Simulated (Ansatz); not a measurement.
(1) Predict a relaxed structure of the cluster K₄ (the lowest singlet isomer of a short search), charge 0, singlet, at B3LYP/def2-TZVP (Ansatz).

## Answers

(1) 
```
atom   x (Å)   y (Å)   z (Å)
  K1   1.604  -2.021   3.106
  K2   1.608   1.189   0.216
  K3  -1.611   2.029  -3.097
  K4  -1.601  -1.197  -0.225
```
Point group C2h (tolerance 0.1 Å). This is one stationary point.

The restricted singlet is unstable towards broken spin symmetry at other levels; at B3LYP/def2-TZVP this wasn't settled. The structure comes from a short search, and lower isomers may exist.
